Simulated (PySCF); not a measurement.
PbHI, SMILES [I][PbH] (connectivity only; charge and spin as stated), neutral, multiplicity 1.

Coordinates come from a B3LYP-D3(BJ)/def2-TZVP optimisation. The def2 effective core potentials stand for the cores of I, Pb; spin–orbit coupling is left out.

Computed with M06-2X/def2-TZVPD (PySCF).

Gas-phase values at a fixed geometry.

```
Quantity                                                                                                         Value
---------------------------------------------------------------------------------------------  -----------------------
total energy                                                                                        -491.01414 hartree
point group                                                                                                         Cs
highest occupied level                                                                                        -7.79 eV
lowest empty level                                                                                            -2.38 eV
orbital gap                                                                                                    5.42 eV
dipole moment                                                                                                   4.17 D
quadrupole, principal values (traceless, Buckingham form, about the centre of nuclear charge)    -6.39, 1.26, 5.13 D·Å
mean static polarisability                                                                       86.3 bohr³ (12.79 Å³)
polarisability, principal values                                                               61.4, 79.5, 118.0 bohr³
```
